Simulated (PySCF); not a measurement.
Fill in the blanks.

Compound: C2H11O2PSi2.
Z-matrix (Å and degrees, GFN2-xTB geometry), rows numbered from 1:
```
C 
C   1  1.5210
O   2  1.4001  1  111.81
Si  3  1.6184  2  126.36  1    80.31
P   4  2.2388  3  108.48  2    41.91
O   4  1.6103  3  107.16  2   158.19
Si  6  1.6233  4  149.97  3    10.92
H   1  1.0865  2  110.05  3   176.99
H   1  1.0869  2  109.88  3    56.75
H   1  1.0872  2  109.83  3   -62.73
H   2  1.0997  1  109.77  3   121.61
H   2  1.0946  1  110.42  3  -118.63
H   4  1.4639  3  111.03  2   -87.53
H   5  1.3810  4   95.85  3   176.73
H   5  1.3852  4   95.11  3   -90.08
H   7  1.4615  6  107.99  4    61.29
H   7  1.4606  6  102.25  4  -179.71
H   7  1.4607  6  109.13  4   -59.98
```

```tsv
property	level	value
point group of the GFN2-xTB geometry	GFN2-xTB	C1
rotational constants A, B, C of the GFN2-xTB geometry	GFN2-xTB	?
dipole moment	wB97X-D/def2-SVPD	1.33 D
HOMO energy	wB97X-D/def2-SVPD	-9.08 eV
LUMO energy	wB97X-D/def2-SVPD	1.77 eV
lowest singlet excitation	TDDFT wB97X-D/def2-SVPD	?
strongest line among the 8 lowest singlet transitions	TDDFT wB97X-D/def2-SVPD	S3 at 7.31 eV (170 nm, f = 0.263)
lowest triplet excitation (Tamm–Dancoff)	TDA wB97X-D/def2-SVPD	?
static isotropic polarisability	wB97X-D/def2-SVPD	?
electronic spatial extent ⟨r²⟩ about the centre of nuclear charge	wB97X-D/def2-SVPD	?
13C chemical shifts (computed TMS as zero) by class	GIAO PBE0/pcSseg-1	62.6 (C2), 21.4 (C1) ppm
1H chemical shifts (computed TMS as zero) by class	GIAO PBE0/pcSseg-1	?
isotropic shieldings of nuclei other than C and H, by class	GIAO PBE0/pcSseg-1	262 (O3), 292 (O6), 367 (Si4), 392 (Si7), 604 (P5) ppm
```

Gas-phase values; electronic properties from PySCF, density fitting. Geometry: GFN2-xTB, one conformer, isolated molecule. NMR classes are plain means over equivalent atoms (diastereotopic ones count apart unless rotation or inversion swaps them), as if these changed places fast; in this geometry the members of some classes differ.

(1) The lowest singlet excitation?

(2) The lowest triplet excitation (Tamm–Dancoff)?

(3) What is the static isotropic polarisability?

(4) What is the electronic spatial extent ⟨r²⟩ about the centre of nuclear charge?

(5) What are the rotational constants A, B, C of the GFN2-xTB geometry?

(6) Give the 1H chemical shifts (computed TMS as zero) by class.

Answers

(1) 6.33 eV (196 nm, f = 0.009).

(2) 5.78 eV.

(3) 106.7 au.

(4) 1795 bohr².

(5) 1.786, 0.899, 0.655 GHz.

(6) 5.86 (H13), 5.11 (H16/H17/H18), 4.14 (H12), 3.88 (H11), 1.22 (H8/H9/H10), 1.02 (H14/H15) ppm.

The rotational constants make it an asymmetric top with κ = (2B − A − C)/(A − C) = -0.57, nearer the prolate limit (−1). The principal polarisabilities are 94.6, 111.1 and 114.2 au; their mean is the isotropic value. No computed singlet falls in the visible range (750 to 380 nm, 1.65 to 3.26 eV); S1 lies 3.07 eV above its blue end.

For the TDDFT job (wB97X-D/def2-SVPD), hardware: an Arm Neoverse N1 with one thread, shared host. Cost: 2.1 min wall.
